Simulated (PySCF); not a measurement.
# How the method moves the HOMO and LUMO of `F[SiH2]C([SiH3])[SiH3]`

Compound: CH9FSi3.
Cartesian coordinates in Å at the PBE0-D3(BJ)/def2-SVP level; atoms count from 1:
```xyz
14
CH9FSi3 angstrom
F     -1.1471   -1.3315    1.5899
Si    -1.1271   -1.3126   -0.0373
C      0.0528    0.0207   -0.5932
Si    -0.4780    1.7412   -0.0167
Si     1.8510   -0.3582   -0.1524
H     -2.5154   -1.0331   -0.5041
H     -0.6864   -2.6591   -0.5013
H     -0.0103    0.0233   -1.7000
H     -1.8975    2.0006   -0.4091
H      0.3931    2.7819   -0.6441
H     -0.3583    1.8453    1.4673
H      2.0347   -0.3156    1.3285
H      2.2257   -1.7194   -0.6457
H      2.7572    0.6502   -0.7818
```

Basis pcSseg-1 throughout (PySCF), one geometry. One conformer (not necessarily the lowest) at the PBE0-D3(BJ)/def2-SVP geometry, without solvent, vibrations or thermal averaging.

**Question.** How do the orbital energies, the gap and the dipole change with the method?

**Answer.** 
```
   method                    kind  HOMO (eV)  LUMO (eV)  gap (eV)  μ (D)  SCF cycles
     BLYP                     GGA      -7.52      -0.71      6.80   1.83          13
     OPBE                     GGA      -7.64      -0.68      6.96   1.83          14
      PBE                     GGA      -7.65      -0.89      6.76   1.84          13
    B97-D                     GGA      -7.65      -0.69      6.96   1.86          14
      KT2                     GGA      -7.71      -1.02      6.69   1.84          14
      LDA                     LDA      -7.72      -1.15      6.57   1.91          13
      KT3                     GGA      -7.75      -0.87      6.89   1.83          14
     BP86                     GGA      -7.76      -0.93      6.82   1.85          13
    B97-2           global hybrid      -8.70       0.00      8.70   1.96          13
    B3LYP           global hybrid      -8.72      -0.21      8.51   1.94          13
     PBE0           global hybrid      -8.94      -0.04      8.90   1.97          13
 mPW1PW91           global hybrid      -8.97      -0.01      8.96   1.98          13
BHandHLYP           global hybrid     -10.13       0.89     11.02   2.07          11
CAM-B3LYP  range-separated hybrid     -10.27       1.02     11.29   1.98          12
  wB97X-D  range-separated hybrid     -10.79       1.75     12.54   2.00          14
  LC-wPBE  range-separated hybrid     -11.61       2.15     13.77   1.98          13
       HF            Hartree–Fock     -11.99       3.22     15.21   2.18          10
```

The HOMO spans 4.47 eV, from BLYP down to HF, and the gap runs from 6.57 eV (LDA) to 15.21 eV (HF). Over the methods BLYP (0 %), OPBE (0 %), PBE (0 %), B97-D (0 %), KT2 (0 %), LDA (0 %), KT3 (0 %), BP86 (0 %), B97-2 (21 %), B3LYP (20 %), PBE0 (25 %), mPW1PW91 (25 %), BHandHLYP (50 %), HF (100 %), a straight line through the gap against the share of exact exchange rises by 0.84 eV for each 10 % (correlation coefficient 0.999). The dipole ranges from 1.83 D (KT3) to 2.18 D (HF). This basis has no diffuse functions.
